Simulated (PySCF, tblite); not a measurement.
A set of runs on `C(=C)[Si@@H]([SiH2]C#[C])N` [radical]; the geometry of each is named by its level. Settings lines and outputs come from a driver script.

C4H8NSi2 (doublet state).
SMILES with atom numbers: `[C:1]#[C:2][SiH2:3][Si@@H:4]([NH2:5])[CH:6]=[CH2:7]` (hydrogens: H8, H9 on Si3; H10 on Si4; H11, H12 on N5; H13 on C6; H14, H15 on C7)

Step 1: GFN2-xTB geometry optimisation, gas phase (tblite 0.8.0) (from a force-field or distance-geometry start)
```json
{"job": {"kind": "relax", "xc": "GFN2-xTB", "basis": "xTB"}, "charge": 0, "multiplicity": 2}
```
```
step      E/eV     max force
  0    -508.77180    9.532
  1    -510.77648    7.295
  2    -505.78774   56.552
...
 75    -511.56243    0.015
 76    -511.56247    0.017
 77    -511.56253    0.019
 78    -511.56257    0.013
 79    -511.56258    0.009
```

Energy lowered by 64.4 kcal/mol over 79 steps; largest atomic force 0.009 eV/Å at the end. «max force» is the largest atomic force in eV/Å.

Step 2: GFN2-xTB harmonic vibrations, gas phase (tblite 0.8.0) (on the GFN2-xTB geometry)
```json
{"job": {"kind": "ir", "xc": "GFN2-xTB", "basis": "xTB"}, "charge": 0, "multiplicity": 2}
```
```
(table of modes left out)
```

39 modes from 10 to 3505 cm⁻¹ (unscaled, harmonic); zero-point energy 61.7 kcal/mol; all wavenumbers are real at this level.

Step 3: UKS B3LYP, pcH-1 on C H N Si, non-relativistic, mean-field spin-orbit, GIAO (PySCF 2.14.0) (on the GFN2-xTB geometry)
```json
{"job": {"kind": "epr", "basis": "pcH-1"}, "charge": 0, "multiplicity": 2}
```
```
...
E = -790.84879588 Eh   <S^2> = 0.7598 (exact 0.7500)
g shifts (ppm)      1          2          3
  rmc          -168       -168       -168
  gc              8         12         26
  oz_so        -429       -213       1379
  total        -589       -369       1237
hyperfine (MHz)  atom isotope    a_iso     a_fc   dipolar eigenvalues
    0   13C     654.93     655.05    -64.06    -53.95    118.00
    1   13C      60.98      61.01    -34.74    -24.03     58.77
    2  29Si       8.58       8.56    -13.27      5.77      7.50
    3  29Si     -22.16     -22.18     -8.17      3.92      4.25
    4   14N       5.43       5.43     -0.57     -0.52      1.09
    5   13C      -0.62      -0.62     -0.42      0.03      0.39
    6   13C       0.16       0.17     -0.39     -0.22      0.61
    7    1H      -5.11      -5.11     -1.70     -0.66      2.36
    8    1H      -7.39      -7.39     -1.67     -0.60      2.27
    9    1H       6.30       6.30     -0.97     -0.35      1.32
   10    1H      -0.80      -0.80     -0.98     -0.32      1.30
   11    1H       6.78       6.78     -0.84     -0.50      1.34
   12    1H       0.53       0.53     -0.93     -0.60      1.53
   13    1H       0.01       0.01     -0.36     -0.21      0.57
   14    1H      -0.01      -0.01     -0.40     -0.24      0.63
```

⟨S²⟩ 0.760; g_iso 2.0024. rmc, gc and oz_so are the mass-correction, gauge-correction and orbital-Zeeman/spin–orbit parts of the g shift along its three principal axes; a_iso is the isotropic hyperfine coupling and a_fc its Fermi-contact part. The log counts atoms from 0, this text from 1.

Problem. Which step took the most CPU time, and about what did each take on Intel Xeon at 2.60 GHz, one thread, no GPU, shared host?

Solution. Step 3, about 98 % of the total. CPU time by step: 1: 0.84 s, 2: 0.72 s, 3: 85 s.

Geometry of the electronic-property runs (GFN2-xTB):
```
atom  x, y, z in Å
C1     3.8540   -0.4581   -1.1875
C2     2.9256   -0.1696   -0.4705
Si3    1.7597    0.5477    0.7768
Si4   -0.1667   -0.7155    0.3822
N5    -1.2734   -0.1122    1.5610
C6    -0.9081   -0.3484   -1.3057
C7    -1.8525    0.5486   -1.5410
H8     2.2826    0.3704    2.1435
H9     1.6058    1.9968    0.5823
H10    0.0681   -2.1720    0.4561
H11   -1.0223   -0.1267    2.5358
H12   -2.2529   -0.3255    1.4610
H13   -0.5007   -0.9031   -2.1415
H14   -2.2804    1.1366   -0.7450
H15   -2.2432    0.7390   -2.5294
```

 (This holds for the electronic-property runs.)

One conformer stands for the species.
